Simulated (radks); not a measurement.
Values are calculated unless marked as measured or tabulated.
Si, 14 electrons, occupied as [Ne] 3p4 (not the ground configuration).

Code: a radial shooting solver on a logarithmic mesh with Libxc functionals. Model: Dirac Kohn-Sham, BLYP, spin-unpolarised, spherical densities, point nucleus; open shells fill j = l - 1/2 first.

Energy parts (hartree):
total: -289.49098
kinetic: 290.35904
electron-nucleus: -690.01577
Hartree: 130.89225
exchange-correlation: -20.72650

Orbitals (lengths in bohr, moments of r in powers of bohr; r(max) is where P^2 peaks):
| orbital | occ. | eigenvalue (hartree) | <1/r> | r(max) | small-component weight |
|---|---|---|---|---|---|
| 1s1/2 | 2 | -65.79010 | 13.64 | 0.07260 | 2.46e-03 |
| 2s1/2 | 2 | -5.23235 | 2.582 | 0.4544 | 3.49e-04 |
| 2p1/2 | 2 | -3.63999 | 2.472 | 0.3860 | 3.28e-04 |
| 2p3/2 | 4 | -3.61610 | 2.459 | 0.3876 | 3.26e-04 |
| 3p1/2 | 2 | -0.18512 | 0.5161 | 2.060 | 3.10e-05 |
| 3p3/2 | 2 | -0.18375 | 0.5142 | 2.067 | 3.08e-05 |

The highest occupied level is 3p3/2 at -5.000 eV. The density falls to 0.001 e/bohr^3 at r = 4.62 bohr.
